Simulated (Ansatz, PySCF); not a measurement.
Gas-phase reaction R1 → P1, each structure at its B3LYP-D3(BJ)/def2-TZVP stationary point, reached from a drawn start; harmonic modes at that level show minima.
R1, C2H2F2 (SMILES F/C=C\F) (charge 0, multiplicity 1):
```tsv
atom	x (Å)	y (Å)	z (Å)
F	1.4138	1.0119	-0.0375
C	0.6579	-0.0938	-0.0066
C	-0.6623	-0.0535	0.0095
F	-1.3500	1.0962	-0.0036
H	1.2161	-1.0184	0.0039
H	-1.2754	-0.9424	0.0344
```
P1, C2H2F2 (SMILES F/C=C/F) (charge 0, multiplicity 1):
```xyz
6

F      1.62352    -0.70892     0.01796
C      0.62968     0.19717    -0.01104
C     -0.62968    -0.19717     0.01104
F     -1.62352     0.70892    -0.01796
H      0.96212     1.22459    -0.05210
H     -0.96212    -1.22459     0.05210
```

P less R. No zero-point or thermal terms.

Frozen-core correlation throughout.

The values were computed with Ansatz (Gaussian orbitals); PySCF for the D3/D4 terms. No computed number here is a measurement.

PBE/def2-TZVPP gives 0.84 kcal/mol for the reaction energy.

Problem. How do the other levels lie against it? Give each less PBE: PBE-D3(BJ)/def2-TZVPP, r2SCAN/def2-TZVPP, PBE0/def2-TZVPP, wB97M-V/def2-TZVPP, B2PLYP/def2-TZVPP, MP2/cc-pVQZ, CCSD(T)/cc-pVQZ.

Solution. PBE-D3(BJ)/def2-TZVPP 0.01; r2SCAN/def2-TZVPP 0.19; PBE0/def2-TZVPP 0.01; wB97M-V/def2-TZVPP -0.20; B2PLYP/def2-TZVPP -0.07; MP2/cc-pVQZ 0.16; CCSD(T)/cc-pVQZ -0.02 kcal/mol. 4 of 7 lie above PBE; the widest gap is to wB97M-V/def2-TZVPP.

Ansatz is a first-principles code.
